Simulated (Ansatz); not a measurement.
`F[SiH](Br)N[SiH3]` + CH₃NH₂ → `CN[SiH](F)Br` + `N[SiH3]`  (ligand exchange at the Si–N bond)

Program: Ansatz. Geometries: PBE0-D4/def2-TZVP. ΔE: electronic, gas phase. CCSD(T)/CBS adds triple-zeta CCSD(T) − MP2 to the extrapolated MP2 energy (def2 sets, frozen cores). This one scheme is used for every species. Functionals use def2-TZVPP. B3LYP here is the variant with VWN-RPA as its local correlation; programs differ in this. For Br outer-core shells are correlated without core-valence functions, which leaves a few kJ/mol of doubt a bond. Scalar relativity is left out up to krypton. Each species was taken in one conformer, which may not be the lowest.

```json
{"level": "PBE-D4", "ΔE (kJ/mol)": "5.0", "difference from CCSD(T)/CBS": "-2.3"}
{"level": "r2SCAN-D4", "ΔE (kJ/mol)": "5.8", "difference from CCSD(T)/CBS": "-1.5"}
{"level": "PBE0-D4", "ΔE (kJ/mol)": "5.8", "difference from CCSD(T)/CBS": "-1.5"}
{"level": "B3LYP-D4", "ΔE (kJ/mol)": "5.1", "difference from CCSD(T)/CBS": "-2.2"}
{"level": "ωB97X-V", "ΔE (kJ/mol)": "5.5", "difference from CCSD(T)/CBS": "-1.8"}
{"level": "ωB97M-V", "ΔE (kJ/mol)": "5.6", "difference from CCSD(T)/CBS": "-1.7"}
{"level": "B2PLYP", "ΔE (kJ/mol)": "6.0", "difference from CCSD(T)/CBS": "-1.3"}
{"level": "PBE0", "ΔE (kJ/mol)": "5.6", "difference from CCSD(T)/CBS": "-1.7"}
{"level": "B3LYP", "ΔE (kJ/mol)": "4.9", "difference from CCSD(T)/CBS": "-2.4"}
{"level": "MP2/def2-TZVPP", "ΔE (kJ/mol)": "7.0", "difference from CCSD(T)/CBS": "-0.3"}
{"level": "SCS-MP2/def2-TZVPP", "ΔE (kJ/mol)": "7.7", "difference from CCSD(T)/CBS": "0.4"}
{"level": "CCSD/def2-TZVPP", "ΔE (kJ/mol)": "8.2", "difference from CCSD(T)/CBS": "0.9"}
{"level": "CCSD(T)/def2-TZVPP", "ΔE (kJ/mol)": "8.4", "difference from CCSD(T)/CBS": "1.1"}
{"level": "SCS-MP2/def2-QZVPP", "ΔE (kJ/mol)": "7.2", "difference from CCSD(T)/CBS": "-0.1"}
{"level": "HF/CBS(def2)", "ΔE (kJ/mol)": "8.5", "difference from CCSD(T)/CBS": "1.2"}
{"level": "MP2/CBS(def2)", "ΔE (kJ/mol)": "5.9", "difference from CCSD(T)/CBS": "-1.4"}
{"level": "CCSD(T)/CBS", "ΔE (kJ/mol)": "7.3", "difference from CCSD(T)/CBS": "0"}
```

Largest T1 diagnostic among the species: 0.010.
